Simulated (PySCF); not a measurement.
diboron tetrafluoride cation (B2F4), SMILES FB(F)B(F)F (connectivity only; charge and spin as stated), charge +1, multiplicity 2.

Geometry optimised at PBE0-D3(BJ)/def2-SVP. The multiplicity is an assumed one; other spin states were not compared. One conformer was computed; it need not be the lowest.

All values below come from PBE0/def2-TZVP run with PySCF.

The molecule is in vacuum.

Task: Estimate the frontier levels, dipole moment and polarisability. (Estimate from the structure and the level; the computed values follow.)

Result: 
The α spin, highest occupied and lowest empty level is -16.47 and -7.30 eV and the β spin, highest occupied and lowest empty level is -19.98 and -12.30 eV. The dipole moment about the centre of nuclear charge is 0.00 D, the mean static polarisability is 26.3 bohr³ (3.89 Å³) and the polarisability, principal values comes out as 23.3, 23.3, 32.1 bohr³. The ⟨S²⟩ comes out as 0.752 (pure state 0.75).
